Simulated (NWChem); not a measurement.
H3Sn (+1)

SMILES: [SnH3+]
```xyz
4

Sn     0.0000     0.0000     0.0000
H      0.0000     0.0000     1.7119
H      1.4826     0.0000    -0.8559
H     -1.4826     0.0000    -0.8559
```
Charge +1, spin multiplicity 1.

Program: NWChem. All single points use one geometry, from PBE/def2-SVP with def2 effective core potentials on Sn, a minimum by its harmonic frequencies.

Symmetry labels belong to the abelian group C2v used in the runs, with the axes of the coordinates shown; states degenerate in a higher group split over its labels.

Effective core potentials replace the inner electrons of Sn; spin-orbit coupling is left out. The spin multiplicity of the parent species was assumed, not shown to be that of its ground state. The structure started from a generated list of species.

Task: List the lowest 4 singlet excitations that CIS/def2-SVPD with def2 effective core potentials on Sn gives, with oscillator strengths.

Result: 
```
state  symmetry  energy (eV)  wavelength (nm)      f
-----  --------  -----------  ---------------  -----
1            b2         5.96              208  0.000
2            a2         5.96              208  0.000
3            a1        10.01              124  0.503
4            b1        10.01              124  0.503
```
